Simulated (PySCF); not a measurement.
Coordinates in bohr (charge 0 multiplicity 1):
```
I    -0.1088    0.0000   -0.4179
O    -1.4286    2.6861    0.9816
O    -1.4286   -2.6861    0.9816
F     3.1234    0.0000    1.1247
```

Computed with PBE0 in PySCF with I def2-TZVP with ECP28, O def2-TZVP, F def2-TZVP; scalar-relativistic core potentials, no spin–orbit coupling; density-fitted integrals.

This geometry of IO2F is a stationary point at this level.

Problem. What is the point group?

Solution. Cs.

Problem. Is it a minimum?

Solution. Yes: all harmonic wavenumbers are real.

Problem. Give the ideal-gas entropy at 298.15 K and 1 bar by parts.

Solution. translation 173.5, rotation 106.2, vibration 23.2, spin 0.0; total 302.9 J/(mol K).

Problem. What is the atomisation energy, with and without zero-point energy?

Solution. 793 kJ/mol without, 774 kJ/mol with.

Other isomers or separated fragments may lie lower.
